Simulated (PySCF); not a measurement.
Numbering as in the mapped SMILES `[CH2:1]=[C:2]([F:3])[Si:4]1([CH2:5][F:6])[SiH2:7][O:8][SiH2:9]1`. Each H is labelled by its parent atom. Ha(C1) is cis to F3; Hb(C1) is trans to F3.

All values are calculated (PySCF 2.14.0 with density-fitted response routines): PBE0/pcSseg-1 with gauge-including orbitals, geometry from GFN2-xTB. A single conformation, fast rotation and ring inversion assumed for equivalent nuclei, isolated molecule, no relativistic terms.

Task: Predict the 2D correlation tables (HSQC, COSY, HMBC).

Result: 

HSQC (one-bond C–H):
| δH | δC |
| --- | --- |
| 6.05 (Ha(C1)) | 118.8 (C1) |
| 5.50 (Hb(C1)) | 118.8 (C1) |
| 5.38 (H(C5)) | 81.0 (C5) |

COSY cross peaks (H two or three bonds apart, from the bond graph; peaks can be absent where the dihedral angle is near 90°):
| δH | δH |
| --- | --- |
| 6.05 (Ha(Si7)/Ha(Si9)) | 5.93 (Hb(Si7)/Hb(Si9)) |
| 6.05 (Ha(C1)) | 5.50 (Hb(C1)) |

HMBC (two and three bonds, from the bond graph):
| δH | δC |
| --- | --- |
| 6.05 (Ha(Si7)/Ha(Si9)) | 178.5 (C2), 81.0 (C5) |
| 6.05 (Ha(C1)) | 178.5 (C2) |
| 5.93 (Hb(Si7)/Hb(Si9)) | 178.5 (C2), 81.0 (C5) |
| 5.50 (Hb(C1)) | 178.5 (C2) |
| 5.38 (H(C5)) | 178.5 (C2) |

Shifts are taken against calculated references (same method and geometry level): TMS for 1H, 13C.

Shifts are as computed. Against solution values, carbons near 30 ppm lie about +3 ppm off and those near 130 ppm about +5 ppm. Of 1211 compounds with measured shifts, 218 miss one by over three times the rms of a fit or turn the order of signals round; such compounds aren't used in these exercises.
